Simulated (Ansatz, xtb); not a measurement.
**Two isomers of CH3FGe**

Structure X: `[CH2]=[GeH][F]`, a singlet. Structure Y: `[CH3][Ge][F]`, a singlet. Both are isolated molecules in the gas phase, relaxed with B3LYP-D3(BJ)/6-311G**.

X (Å):

| atom | x (Å) | y (Å) | z (Å) |
| --- | --- | --- | --- |
| C | 0.5398 | -0.6782 | 0.8387 |
| F | -0.6940 | 1.0256 | -1.3689 |
| Ge | 0.4342 | -0.2179 | -0.8603 |
| H | 1.2407 | -1.4465 | 1.1345 |
| H | -0.0794 | -0.2100 | 1.5898 |
| H | 1.1574 | -0.6874 | -2.1095 |

Y (Å):

```tsv
atom	x (Å)	y (Å)	z (Å)
C	0.4654	-0.5092	0.9966
F	0.6401	1.8948	-0.4161
Ge	1.4947	0.3265	-0.5014
H	0.7728	-1.5386	1.1950
H	0.6011	0.0918	1.9026
H	-0.6026	-0.4883	0.7533
```

Q: Estimate which is lower in electronic energy at CCSD(T)/def2-TZVPP, and by roughly how much.

A: The CCSD(T)/def2-TZVPP calculation puts structure Y lower, by 122.5 kJ/mol.

How the difference moves with the method:

| level | geometry | E(Y) − E(X) (kJ/mol) | departure from the last row (kJ/mol) | job, with rough time for the two |
| --- | --- | --- | --- | --- |
| GFN2-xTB | GFN2-xTB | −246.1 | −123.6 | optimisation, 0.24 s |
| HF/STO-3G | GFN2-xTB | −202.6 | −80.2 | single point, 0.7 s |
| r2SCAN-D4/def2-SVP | GFN2-xTB | −145.6 | −23.2 | single point, 3.4 s |
| B3LYP-D3(BJ)/6-311G** | B3LYP-D3(BJ)/6-311G** | −148.7 | −26.2 | optimisation, 50 s |
| HF/def2-TZVPP | B3LYP-D3(BJ)/6-311G** | −152.5 | −30.0 | part of the CCSD(T) run |
| MP2/def2-TZVPP | B3LYP-D3(BJ)/6-311G** | −118.0 | +4.4 | part of the CCSD(T) run |
| CCSD(T)/def2-TZVPP | B3LYP-D3(BJ)/6-311G** | −122.5 |  | single point, 95 s |

As drawn, Y has 1 C–Ge, 1 C–H in place of 1 C=Ge, 1 Ge–H.

The levels shown agree on the order. The largest departure from CCSD(T)/def2-TZVPP is that of GFN2-xTB, 123.6 kJ/mol.

With harmonic frequencies from B3LYP-D3(BJ)/6-311G** (ideal gas, rigid rotor, one conformer each, 400 K, 1 atm): on the last row, ΔE + ΔZPE = −114.5 kJ/mol. A mode under 50 cm⁻¹ makes harmonic enthalpies and free energies unreliable, so none is given.

The correlated steps freeze 11 core orbitals; the filled d shell of Ge is correlated, in a basis made for valence electrons. Programs: Ansatz 0.2.0, xtb 6.7.1; the last row on 2 threads of Intel(R) Xeon(R) Processor @ 2.50GHz (Skylake/Cascade Lake) on a shared host.
